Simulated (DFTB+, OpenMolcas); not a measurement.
# C2H6Zn (dimethylzinc): methods side by side

C2H6Zn has 9 atoms, charge 0, and is taken as a singlet. SMILES: `[CH3][Zn][CH3]`. The shape is that of a PBE0-D4/def2-TZVP optimisation.

```
atom    x (Å)    y (Å)    z (Å)
   C  -0.9343   1.3006  -1.0870
  Zn   0.0101  -0.0050  -0.0020
   C   0.9540  -1.3108   1.0832
   H  -1.8069   0.8537  -1.5710
   H  -0.2877   1.7032  -1.8714
   H  -1.2834   2.1397  -0.4793
   H   0.4673  -2.2887   1.0356
   H   1.9855  -1.4349   0.7426
   H   0.9839  -1.0040   2.1322
```

Each level gives the HOMO–LUMO gap (eV). The values are calculated.

| level | kind | program | value (eV) | CPU time |
| --- | --- | --- | --- | --- |
| DFTB1 | semi-empirical | DFTB+ | 6.18 | under 2 s |
| HF/cc-pVDZ | Hartree–Fock | OpenMolcas | 12.03 | 22 s |
| SVWN5/cc-pVDZ | LDA | OpenMolcas | 5.43 | 56 s |
| revPBE/cc-pVDZ | GGA | OpenMolcas | 5.43 | 67 s |
| r2SCAN/cc-pVDZ | meta-GGA | OpenMolcas | 6.01 | 62 s |
| PBE0/cc-pVDZ | global hybrid | OpenMolcas | 7.29 | 47 s |
| B2PLYP/cc-pVDZ | double hybrid | OpenMolcas | 9.01 | 33 s |

The values span 5.43 to 12.03 eV. Orbital gaps aren't excitation energies, and those of double hybrids come from the SCF part alone; they tend to grow with the share of exact exchange. Times are those of the runs behind each value, whatever else they computed, on shared processors of several kinds: orders of magnitude only.
